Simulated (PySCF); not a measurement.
Delta-SCF ions had no search for a lower state. Excitations are Tamm–Dancoff values on a coarser integration grid. The basis has no diffuse functions, so Rydberg states are missing or too high.

Z-matrix (Å, degrees):
```
Si
Si 1 2.3358
H 2 1.4926 1 112.50
H 2 1.4926 3 109.14 1 125.60
Br 2 2.2412 3 107.75 4 116.73
Si 1 2.3429 2 107.48 3 -177.40
H 6 1.4935 1 109.80 2 63.02
H 6 1.4953 7 109.42 1 120.48
H 6 1.4955 7 109.24 8 119.20
Si 1 2.3429 2 107.48 3 -58.84
H 10 1.4935 1 109.80 2 -63.02
H 10 1.4953 11 109.42 1 -120.48
H 10 1.4955 11 109.24 12 -119.20
Si 1 2.3435 2 109.80 3 61.88
H 14 1.4950 1 109.82 2 180.00
H 14 1.4953 15 108.98 1 -120.64
H 14 1.4953 15 108.98 16 -118.72
```
Charge 0, multiplicity 1.

Task: Give the S1 excitation (TDA), S1–T1 gap (TDA), HOMO–LUMO gap, HOMO, LUMO, vertical ionisation energy (Delta-SCF), dipole moment and T1 excitation (TDA) at the level PBE0-D3(BJ)/def2-TZVP // PBE0-D3(BJ)/def2-SVP in PySCF.

Result: 
```json
{
 "S1 excitation (TDA)": "5.54 eV",
 "S1–T1 gap (TDA)": "0.62 eV",
 "HOMO–LUMO gap": "6.69 eV",
 "HOMO": "-7.78 eV",
 "LUMO": "-1.08 eV",
 "vertical ionisation energy (Delta-SCF)": "9.32 eV",
 "dipole_moment": "1.38 D",
 "T1 excitation (TDA)": "4.92 eV"
}
```
